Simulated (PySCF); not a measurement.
Species: C6H8O.
Geometry (PBE0-D3(BJ)/def2-SVP, Å), atoms numbered from 1 in this order:
```xyz
15
C6H8O angstrom
C      3.928   -0.466    0.553
C      2.716   -0.409    0.493
C      1.296   -0.375    0.438
C      0.589    0.648   -0.065
C     -0.898    0.676   -0.121
O     -1.441   -0.478    0.432
C     -2.832   -0.518    0.393
H      5.000   -0.511    0.603
H      0.751   -1.239    0.832
H      1.103    1.528   -0.468
H     -1.266    1.584    0.408
H     -1.220    0.801   -1.180
H     -3.288    0.316    0.963
H     -3.220   -0.472   -0.645
H     -3.156   -1.466    0.843
```

Computed with TDDFT PBE0/def2-SVPD, vertical, gas phase, core orbitals frozen in the response (PySCF).

Ground-to-excited transition dipoles (e·a0, same axes as the geometry; the sign carries no meaning), for the states with f of 0.002 or more among the lowest 5:

| state | E (hartree) | μx | μy | μz |
| --- | --- | --- | --- | --- |
| S2 | 0.2027 | -1.584 | 0.589 | -0.324 |
| S5 | 0.2379 | 0.009 | -0.065 | -0.123 |

**Question.** Work out the oscillator strengths.

**Answer.** f = (2/3) ΔE |μ|² with ΔE in hartree (27.2114 eV).

```json
{"state": "S2", "|μ|² (au)": "2.960", "|μ| (D)": "4.37", "f": "0.400"}
{"state": "S5", "|μ|² (au)": "0.020", "|μ| (D)": "0.36", "f": "0.003"}
```

**Question.** Label these states by symmetry in Cs.

**Answer.** The ground state is totally symmetric, so the direction of μ fixes the label. Polarised normal to the mirror plane, so A″: S5. Polarised in the mirror plane, so A′: S2.

**Question.** What peak molar absorption coefficient would the strongest computed level give as a lone Gaussian band 0.4 eV wide at half height?

**Answer.** ε(max) = 2.175×10⁸ f / FWHM, with the width in cm⁻¹. S2: 2.175×10⁸ × 0.3999 / 3226 ≈ 27000 L mol⁻¹ cm⁻¹.

One conformer stands for the species.
